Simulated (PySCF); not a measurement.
# Au: ionisation energy

Au [Xe] 4f14 5d10 6s1 (2S) → Au⁺ [Xe] 4f14 5d10 (1S), as a difference of total energies. Computed with PySCF 2.14 in aug-cc-pwCVDZ-PP with ECP60MDF (6s6p5d3f, 70 functions), with scalar relativity through the core potential. Correlated levels: valence and next inner shell: nothing frozen outside the core potential. The calculations carry no spin-orbit coupling.

```json
{"method": "UHF", "ionisation energy (eV)": "7.681"}
{"method": "MP2 (valence and next inner shell)", "ionisation energy (eV)": "9.306"}
{"method": "SCS-MP2 (valence and next inner shell)", "ionisation energy (eV)": "9.068"}
{"method": "CCSD (valence and next inner shell)", "ionisation energy (eV)": "8.989"}
{"method": "CCSD(T) (valence and next inner shell)", "ionisation energy (eV)": "9.089"}
```

Task: How much does correlation contribute at CCSD(T) (valence and next inner shell)?

Result: 9.089 − (7.681) = 1.408 eV, measured against UHF.

Errors of the correlated levels include the incompleteness of this basis.

For comparison: 9.226 eV (measured; NIST Atomic Spectra Database, ionization energies).
